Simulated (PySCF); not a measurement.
Question: Give a PBE0-D3(BJ)/def2-SVP geometry of `PB[C@@H]1C=C1Cl`.

Answer: 
```
atom  x, y, z in Å
P1     2.5189   -0.9527    0.8474
B2     1.0040   -0.4144   -0.1353
C3    -0.2369    0.2337    0.5298
C4    -1.6581   -0.0441   -0.0425
C5    -1.1514    1.1086   -0.2955
Cl6   -1.2372    2.6312   -1.0000
H7     2.6759    0.1087    1.7809
H8     3.5803   -0.6282   -0.0388
H9     0.9553   -0.7164   -1.3075
H10   -0.1930    0.4745    1.6060
H11   -2.4293   -0.8046   -0.0886
```

Any rigid rotation of these coordinates is as good. Atoms count from 1 in this order. The 3 C–C bonds span 1.284 Å (C4=C5, drawn double) to 1.557 Å (C3–C4, drawn single), a spread of 0.273 Å. P1 (three-coordinate phosphorus) is pyramidal (angles 102.6°, 102.1° and 99.0°, sum 303.7°, 0.70 Å off the plane of its three neighbours). The 3-membered ring C3–C4–C5 has internal angles of 49.5° to 67.1°. B2 (three-coordinate boron) is planar (angles 122.6°, 119.2° and 117.8°, sum 359.6°, 0.06 Å off the plane of its three neighbours).

Bonds between heavy atoms (Å): P1–B2 1.884, B2–C3 1.550, C3–C4 1.557, C4=C5 1.284, C5–Cl6 1.680, C3–C5 1.511.

Method: PySCF, PBE0-D3(BJ)/def2-SVP geometry optimisation, gas phase.

Point group: C1 (no symmetry element, even within 0.4 Å). PBE0-D3(BJ)/def2-SVP frequencies: not computed here. One conformer, not necessarily the lowest (H–P1–B2–C3 -41° and -143°, P1–B2–C3–C4 -146°).

Hardware: one thread of an Arm Neoverse V1, shared host. Cost: 46 s of wall time, 0.51 GiB resident at most. That covers the optimisation of the geometry.
